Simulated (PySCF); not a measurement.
**Rh³⁺: interval between two levels**

Rh³⁺ [Kr] 4d6 [5D4, M_J = 4] → Rh³⁺ [Kr] 4d5 5p1 [7P4, M_J = 4], as a difference of total energies. Calculation: PySCF 2.14, in x2c-TZVPall-2c; the two-component X2C-1e Hamiltonian. Correlated levels: [Ar] 3d10 frozen; the 6 highest virtual spinors dropped. "Screened" scales the spin-orbit matrix elements by Boettger's factors to mimic the two-electron term; Breit and QED terms are absent.

```csv
method,interval between two levels (cm⁻¹)
GHF (spin-free),119530
GMP2 (spin-free),122470
GHF (screened spin-orbit),122280
GMP2 (screened spin-orbit),125380
```

The labels give the starting determinants; with spin-orbit coupling the two ends relaxed to ⟨J²⟩ = 20.01, ⟨L²⟩ = 6.10, ⟨S²⟩ = 5.96 and ⟨J²⟩ = 20.00, ⟨L²⟩ = 2.05, ⟨S²⟩ = 11.96.
